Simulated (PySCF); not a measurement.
C3H4, charge +1, doublet, geometry from GFN2-xTB (a state made from the parent by changing its charge; the spin is typed, not shown lowest); M062X/6-31G in PySCF.

Input for PySCF:
```python
from pyscf import gto, scf, dft

mol = gto.Mole()
mol.atom = '''
    C     1.298426   -0.000350   -0.000139
    C    -0.000000   -0.000000   -0.000000
    C    -1.298426    0.000350    0.000139
    H     1.890776   -0.734607   -0.542867
    H     1.891288    0.733588    0.542461
    H    -1.890815    0.888706   -0.210728
    H    -1.891249   -0.887687    0.211134
'''
mol.basis = '6-31g'
mol.charge = 1
mol.spin = 1
mol.verbose = 4
mol.build()

mf = dft.UKS(mol)
mf.xc = 'm062x'
mf.grids.level = 4
mf.kernel()
mf.analyze()
```

Output, abridged:

```
PySCF version 2.14.0

[INPUT] verbose = 4
[INPUT] num. atoms = 7
[INPUT] num. electrons = 21
[INPUT] charge = 1
[INPUT] spin (= nelec alpha-beta = 2S) = 1
[INPUT] symmetry False subgroup None
[INPUT] Mole.unit = angstrom
[INPUT] Symbol           X                Y                Z      unit          X                Y                Z       unit  Magmom
[...]
nuclear repulsion = 59.3353430628111
number of shells = 23
number of NR pGTOs = 82
number of NR cGTOs = 35
basis = 6-31g
ecp = {}

******** <class 'pyscf.dft.uks.UKS'> ********
method = UKS
initial guess = minao
damping factor = 0
level_shift factor = 0
DIIS = <class 'pyscf.scf.diis.CDIIS'>
diis_start_cycle = 1
diis_space = 8
diis_damp = 0
SCF conv_tol = 1e-09
SCF conv_tol_grad = None
SCF max_cycles = 50
direct_scf = True
direct_scf_tol = 1e-13
number electrons alpha = 11  beta = 10
XC library pyscf.dft.libxc version 7.1.2
    S. Lehtola, C. Steigemann, M. J. T. Oliveira, and M. A. L. Marques,  SoftwareX 7, 1–5 (2018)
XC functionals = m062x
    Y. Zhao and D. G. Truhlar,  Theor. Chem. Acc. 120, 215 (2008)
    Y. Zhao and D. G. Truhlar,  Theor. Chem. Acc. 120, 215 (2008)
radial grids:
    Treutler-Ahlrichs [JCP 102, 346 (1995); DOI:10.1063/1.469408] (M4) radial grids

becke partition: Becke, JCP 88, 2547 (1988); DOI:10.1063/1.454033
pruning grids: <function nwchem_prune>
grids dens level: 4
symmetrized grids: False
atomic radii adjust function: <function treutler_atomic_radii_adjust>
small_rho_cutoff = 0
Set gradient conv threshold to 3.16228e-05
tot grids = 148656
init E= -116.95264011653

cycle= 1 E= -116.192430046473  delta_E= 0.76  |g|= 0.169  |ddm|= 1.75
cycle= 2 E= -116.207777148394  delta_E= -0.0153  |g|= 0.127  |ddm|= 0.476
cycle= 3 E= -116.216083327614  delta_E= -0.00831  |g|= 0.0336  |ddm|= 0.126
cycle= 4 E= -116.216774631824  delta_E= -0.000691  |g|= 0.0128  |ddm|= 0.0533
cycle= 5 E= -116.216888044494  delta_E= -0.000113  |g|= 0.00224  |ddm|= 0.0126
cycle= 6 E= -116.216902516615  delta_E= -1.45e-05  |g|= 0.000493  |ddm|= 0.00637
cycle= 7 E= -116.21690316069  delta_E= -6.44e-07  |g|= 0.000107  |ddm|= 0.00156
cycle= 8 E= -116.21690318503  delta_E= -2.43e-08  |g|= 3.83e-05  |ddm|= 0.000302
cycle= 9 E= -116.216903187916  delta_E= -2.89e-09  |g|= 1.01e-05  |ddm|= 0.000109
cycle= 10 E= -116.216903188306  delta_E= -3.89e-10  |g|= 6.07e-06  |ddm|= 4.07e-05
Extra cycle  E= -116.21690318834  delta_E= -3.46e-11  |g|= 6.41e-06  |ddm|= 1.19e-05
converged SCF energy = -116.21690318834  <S^2> = 0.75865249  2S+1 = 2.0086339
**** SCF Summaries ****
Total Energy =                        -116.216903188340126
Nuclear Repulsion Energy =              59.335343062811120
One-electron Energy =                 -266.219128497724114
Two-electron Energy =                   90.666882246572868
Two-electron Coulomb Energy =          107.966578184135898
DFT Exchange-Correlation Energy =      -17.299695937563026
**** MO energy ****
                             alpha | beta                alpha | beta
[...]
To work with the spin densities directly, `use mulliken_meta_spin()` only printing them here.

 ** Mulliken spin pop alpha/beta on meta-lowdin orthogonal AOs **
 ** Mulliken Spin Density (per AO)  **
spin_pop of  0 C 1s        0.00000
spin_pop of  0 C 2s        0.00685
spin_pop of  0 C 3s       -0.00025
spin_pop of  0 C 2px       0.00111
spin_pop of  0 C 2py       0.05733
spin_pop of  0 C 2pz       0.28752
spin_pop of  0 C 3px       0.00033
spin_pop of  0 C 3py       0.00046
spin_pop of  0 C 3pz       0.00037
spin_pop of  1 C 1s        0.00000
spin_pop of  1 C 2s        0.00254
spin_pop of  1 C 3s       -0.00028
spin_pop of  1 C 2px      -0.00345
spin_pop of  1 C 2py       0.30824
spin_pop of  1 C 2pz      -0.06483
spin_pop of  1 C 3px      -0.00002
spin_pop of  1 C 3py       0.00071
spin_pop of  1 C 3pz       0.00068
spin_pop of  2 C 1s        0.00000
spin_pop of  2 C 2s        0.00685
spin_pop of  2 C 3s       -0.00025
spin_pop of  2 C 2px       0.00111
spin_pop of  2 C 2py      -0.00109
spin_pop of  2 C 2pz       0.34593
spin_pop of  2 C 3px       0.00033
spin_pop of  2 C 3py       0.00054
spin_pop of  2 C 3pz       0.00029
spin_pop of  3 H 1s        0.01173
spin_pop of  3 H 2s        0.00051
spin_pop of  4 H 1s        0.01173
spin_pop of  4 H 2s        0.00051
spin_pop of  5 H 1s        0.01173
spin_pop of  5 H 2s        0.00051
spin_pop of  6 H 1s        0.01173
spin_pop of  6 H 2s        0.00051
 ** Mulliken Spin Density (per atom)  **
spin density of  0 C =      0.35372
spin density of  1 C =      0.24359
spin density of  2 C =      0.35371
spin density of  3 H =      0.01224
spin density of  4 H =      0.01224
spin density of  5 H =      0.01224
spin density of  6 H =      0.01224
 ** Mulliken pop alpha/beta on meta-lowdin orthogonal AOs **
 ** Mulliken pop       alpha | beta **
[...]
In total            11.00000 | 10.00000
 ** Mulliken atomic charges   ( Nelec_alpha | Nelec_beta ) **
charge of  0C =     -0.08273  (     3.21823      2.86451 )
charge of  1C =      0.23826  (     3.00266      2.75907 )
charge of  2C =     -0.08272  (     3.21822      2.86450 )
charge of  3H =      0.23180  (     0.39022      0.37798 )
charge of  4H =      0.23180  (     0.39022      0.37798 )
charge of  5H =      0.23180  (     0.39022      0.37798 )
charge of  6H =      0.23180  (     0.39022      0.37798 )

WARN: System has nonzero charge 1; the dipole moment is origin-dependent.
Location of origin: [0. 0. 0.]

Dipole moment(X, Y, Z, Debye): -0.00003, -0.00000, -0.00000
```
